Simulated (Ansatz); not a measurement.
Reactions of C₂H₂ClN, SMILES `N#CCCl`.

Isolated molecules relaxed with PBE0-D4/def2-TZVP in Ansatz; ΔE leaves out vibrations. CCSD(T)/CBS is the MP2 limit (def2-TZVPP, def2-QZVPP) plus CCSD(T) − MP2 in def2-TZVPP, frozen cores. This one scheme is used for every species, atoms too. DFT in def2-TZVPP. No spin–orbit coupling; open shells (•) take unrestricted orbitals. Spin–orbit coupling would lower the free atoms: a little for C, Cl. Bonds to Ga, Ge are less sure, by a few kJ/mol each and by 10 to 20 or more in all where they break to atoms, as the def2 sets lack core-valence functions. Scalar relativity is left out up to krypton. Each species was taken in one conformer, which may not be the lowest.

```csv
reaction,CCSD(T)/CBS(def2) (kJ/mol)
`N#CCCl` + `CCCl` → `CC(Cl)CCl` + `C#N`,-11
`N#CCCl` + H–F → `FCCl` + `C#N`,55
`N#CCCl` + CH₃OH → `COCC#N` + HCl,-4
`N#CCCl` → 2 C• + Cl• + 2 H• + N•,?
`N#CCCl` + `[F][GeH2][F]` → `N#[C][GeH]([F])[F]` + `CCl`,-39
`N#CCCl` + H–F → `N#CCF` + HCl,?
`N#CCCl` + `[OH][GaH2]` → `N#C[O][GaH2]` + `CCl`,26
```

Fill in the missing values. (Estimate.)

Ansatz gave: `N#CCCl` → 2 C• + Cl• + 2 H• + N•: +2445.6 kJ/mol; `N#CCCl` + H–F → `N#CCF` + HCl: +28.3 kJ/mol.

Largest T1 diagnostic: 0.015, for `N#C[O][GaH2]`.
